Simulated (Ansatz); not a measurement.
Cs₃Br₂. Total charge 0; doublet. Geometry PBE0-D4/def2-SVP; atoms count from 1.

```
atom   x (Å)   y (Å)   z (Å)
 Cs1  -2.201   1.183  -2.517
 Cs2  -0.999  -3.400  -0.162
 Cs3   1.877   1.311   1.592
 Br4   1.350  -2.003   1.754
 Br5  -0.027   2.910  -0.666
```

In the def2 sets Cs takes a core potential; there is no spin–orbit coupling. Another isomer (doublet) lies 0.23 eV lower at PBE0-D4/def2-TZVP; other spin states weren't run for this one.

**Question.** Estimate the Mulliken populations from the PBE0/def2-TZVP orbitals of Ansatz.

**Answer.** 
```json
{"atom": "Cs1", "charge (e)": "0.36", "spin (α − β)": "0.53"}
{"atom": "Cs2", "charge (e)": "0.36", "spin (α − β)": "0.53"}
{"atom": "Cs3", "charge (e)": "0.85", "spin (α − β)": "-0.06"}
{"atom": "Br4", "charge (e)": "-0.79", "spin (α − β)": "0.00"}
{"atom": "Br5", "charge (e)": "-0.79", "spin (α − β)": "0.00"}
```
Mulliken values and Mayer orders depend strongly on the basis.

**Question.** Where does the spin sit?

**Answer.** Summed by element: Cs 1.00, Br 0.00, of 1 unpaired in all. Largest on single atoms: Cs2 0.53, Cs1 0.53, Cs3 -0.06.

**Question.** And the Mayer bond orders between bonded heavy atoms (over 0.3)?

**Answer.** Cs1–Cs2 0.56 (5.29 Å).
